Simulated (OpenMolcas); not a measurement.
# Tm IV: CASPT2 settings compared

```yaml
Program: OpenMolcas 26.06
Basis: ANO-RCC-VTZP [8s7p5d3f2g1h]
Scalar_Hamiltonian: X2C, point nucleus
Active_space: 12 electrons in 7 orbitals (4f)
State_averaging: 2S+1 = 3 even, 21 roots (18 in the spin-orbit step); 2S+1 = 1 even, 9 roots kept (CI in the orbitals of an earlier block)
Spin-orbit_coupling: state interaction with AMFI integrals over the reference wave functions, term energies averaged over their components
```

Methods on the same reference wave functions:
A. CASSCF
B. SS-CASPT2, IPEA 0.2 Eh, real shift 0.5 Eh (closed shells correlated: 5s 5p)
C. SS-CASPT2, IPEA 0.4 Eh, imaginary shift 0.2 Eh (closed shells correlated: 5s 5p)
D. SS-CASPT2, IPEA 0.1 Eh, imaginary shift 0.25 Eh (closed shells correlated: 4d 5s 5p)

Energies in cm⁻¹ above 4f¹² ³H₆, the measured ground level; measured values from the list in Tchang-Brillet, Wyart, Meftah and Ait Mammar, Atoms 6, 52 (2018).

| Level | A | B | C | D | Measured |
| --- | --- | --- | --- | --- | --- |
| 4f¹² ³H₆ | 0.0 | 0.0 | 0.0 | 0.0 | 0.0 |
| 4f¹² ³F₄ [53 %] | 6552 | 5490 | 5540 | 5220 |  |
| 4f¹² ³H₅ | 8042 | 8040 | 8040 | 8040 | 8217 |
| 4f¹² ³H₄ [59 %] | 13039 | 12490 | 12510 | 12400 | 12547 |
| 4f¹² ³F₃ | 16060 | 14210 | 14310 | 13760 | 14410 |
| 4f¹² ³F₂ | 20081 | 18230 | 18330 | 17780 |  |
| 4f¹² ¹G₄ [58 %] | 21680 | 21530 | 21500 | 21550 | 21174 |

Deviations, from unrounded energies. A percentage is the sum of absolute deviations over the sum of measured energies, with the sign that they share, or ± where signs differ.

```tsv
Against measurement	Levels	A	B	C	D
mean absolute deviation (cm-1)	4	710	200	160	340
fine structure of the ground term (%)	2	±3.2	-1.1	-1.0	-1.6
other terms of the ground configuration (%)	2	+6.1	±1.6	±1.2	±2.9
```

C lies closest to measurement on these levels and A furthest from it. The largest miss of C in the table is 4f¹² ¹G₄ [58 %], by +330 cm-1. The ranking rests on the paired levels alone, and a cruder setting can come out closer through cancelling errors.

Among B to D the level of the table that moves most is 4f¹² ³F₃, by 550 cm-1 (lowest in D, highest in C). Moves below CASPT2's spread within the term are not significant.

The mean deviations of B to D differ by less than CASPT2's widest spread within a term (1000 cm-1), so their order carries little weight.

From A to B the spin-free energies of the other terms of 4f¹² shown, above ³H, scale by factors of 0.77 to 1.01.

The lowest spin-free term lies below A's lowest term by 1.038 hartree in B, 1.039 hartree in C, 1.525 hartree in D.

Term energies are means over components that CASPT2 splits; among the terms shown or strongly mixed into the levels shown the widest spread is 1000 cm-1 (4f¹² ¹G, D). Some high roots are left out of the spin-orbit mixing, which shifts the levels that they would mix with. Terms from blocks run as CI alone lack orbitals of their own. Without dynamic correlation excited terms often stand tens of per cent too high (terms of higher spin than the ground term too low), and those without a measured partner can miss by more than the paired ones (holds for A). Computed and measured levels are paired by configuration, term and J; levels that our copy of the source lacks, or whose pairing is in doubt (as where it misses far off the trend of its configuration), stay unpaired and out of the deviations. Only configurations of the active space appear.

A share in square brackets marks a mixed level and gives the weight of the term that names it, the lowest over the columns.
